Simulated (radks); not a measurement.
Results of a calculation; reference values are marked as such.
Question: Valence configurations of Sr (all share [Kr]). Level of theory: Dirac Kohn-Sham, BLYP, spin-unpolarised, spherical densities, finite nucleus; open shells fill j = l - 1/2 first; Fermi nuclear charge, rms radius 4.224 fm (a radial shooting solver on a logarithmic mesh with Libxc functionals). Order these by energy: 5s0.5 5p1.5; 5p2; 5s1 5p1; 5s2; 4d1 5p1; 4d0.5 5s1.5; 5s1.5 5p0.5; 4d2; 4d1 5s1.

Answer: From the lowest, in eV above it: 5s2 0.000; 5s1.5 5p0.5 1.131; 4d0.5 5s1.5 1.141; 5s1 5p1 2.305; 4d1 5s1 2.323; 5s0.5 5p1.5 3.522; 4d1 5p1 4.465; 4d2 4.750; 5p2 4.776. NIST lists [Kr] 5s2 as the ground configuration; this level of theory agrees among the configurations tried. The energies are those of spherical spin-averaged densities, not of single terms.
